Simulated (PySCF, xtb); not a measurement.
H3NPb, SMILES [NH2][PbH] (connectivity only; charge and spin as stated), neutral, multiplicity 1.

GFN2-xTB (xtb) at its own geometry gives an orbital gap of 3.10 eV and a dipole moment of 3.25 D.

Geometry optimised at B3LYP-D3(BJ)/def2-TZVP. The def2 effective core potentials stand for the cores of Pb; spin–orbit coupling is left out.

Problem. What does r2SCAN/def2-TZVPD (PySCF) give? (Estimate from the structure and the level; the computed values follow.)

Solution. gap 3.41 eV (levels -5.93 and -2.52 eV), dipole 1.16 D.
